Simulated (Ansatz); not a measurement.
Born–Oppenheimer molecular dynamics of CH₅BF₂O (10 atoms, charge 0, multiplicity 1). It starts at the highest image of a converged band. Of that band: The profile has 2 maxima (images 2, 5) with wells between them (image 3): this band takes more than one step, which may be the mechanism or a detour left from its start path. Neighbouring images differ by up to 1.2 eV, so the band resolves the path poorly. A vibrational analysis at the climbing image gives one clearly imaginary mode, 1227i cm⁻¹: a first-order saddle point.

Theory: RKS PBE-D4/def2-SVP in Ansatz.

| Quantity | Value |
| --- | --- |
| ensemble | NVE (velocity Verlet) |
| time step | 0.5 fs |
| steps asked | 200 |
| starting velocities drawn for | 300 K |
| seed | 11288 |

First frame:

```xyz
10
Properties=species:S:1:pos:R:3
B -0.076 -0.209 0.047
H 0.018 0.031 1.437
F 0.834 0.557 -0.587
F -1.375 -0.097 -0.324
O 0.392 -1.675 0.222
C -0.518 -2.741 -0.084
H -0.132 -3.667 0.384
H -1.544 -2.531 0.282
H -0.556 -2.882 -1.183
H 0.239 -0.994 1.266
```

Q: How far do the bonds stretch over the last three quarters of this one trajectory? (Pairs bonded in most of those frames.)

A: 
```tsv
bond	mean (Å)	spread (Å)	shortest	longest
B1–H2	1.214	0.017	1.18	1.25
B1–F3	1.351	0.038	1.28	1.40
B1–F4	1.354	0.046	1.26	1.42
O5–C6	1.440	0.061	1.35	1.54
O5–H10	0.989	0.042	0.92	1.05
C6–H7	1.113	0.016	1.09	1.14
C6–H8	1.109	0.005	1.10	1.12
C6–H9	1.112	0.008	1.10	1.13
```

Mean temperature of the second half: 532 K. The conserved energy stayed within 0.18 meV per atom of its start (net change 0.094 meV per atom), so the integration is sound. The kinetic energy rose, since the run started high on the potential surface and went downhill. It ends in pieces (BF2H + CH4O), so much of that is their flight and rotation, not heat. A run of 0.1 ps of so small a system gives no equilibrium averages. The orbitals stay closed-shell, which can raise the energy where a bond breaks towards radicals; this wasn't checked here.

Time of the run: 4.6 min on 2 threads of Arm Neoverse V2, with other jobs on the host, peak memory 0.12 GiB.
